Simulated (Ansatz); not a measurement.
The cluster Rb5H4. Charge 0, multiplicity 2. Geometry B3LYP-D4/def2-SVP, basis def2-TZVP, Ansatz.

```xyz
9

Rb   -1.8715    2.5797    1.2555
Rb    0.4978    1.9696   -2.7711
Rb   -1.9041   -2.0771    1.9668
Rb    0.4389   -2.6893   -2.0761
Rb    1.4475    0.1107    0.8285
H     1.6565   -0.3171   -2.0395
H     0.3235   -2.5603    0.5849
H     0.3708    2.6133   -0.1874
H    -0.9593    0.3705    2.4384
```

```json
{"run": "A", "HOMO (eV)": "-1.66", "LUMO (eV)": "-1.06"}
{"run": "B", "HOMO (eV)": "-2.80", "LUMO (eV)": "0.19"}
{"run": "C", "HOMO (eV)": "-1.93", "LUMO (eV)": "-0.78"}
{"run": "D", "HOMO (eV)": "-2.98", "LUMO (eV)": "0.19"}
```

In the def2 sets Rb takes a core potential; there is no spin–orbit coupling. LC-ωPBE has ω = 0.4 bohr⁻¹. HSE06 is defined as in plane-wave codes, on full-range PBE exchange. Another isomer (doublet) lies 0.25 eV lower at PBE0-D4/def2-TZVP; other spin states weren't run for this one.

HOMO and LUMO are taken over both spins.

Problem. The runs used HSE06, LC-ωPBE, PBE0, ωB97X-V. Estimate which is which.

Solution. A HSE06 (range-separated); B ωB97X-V (range-separated); C PBE0 (25 % exact exchange); D LC-ωPBE (range-separated). Exact exchange lowers occupied and raises empty levels; among semilocal functionals meta-GGAs tend to open the gap a little, and such runs are hard to tell apart. The gap grows from 0.60 eV (HSE06) to 3.17 eV (LC-ωPBE).
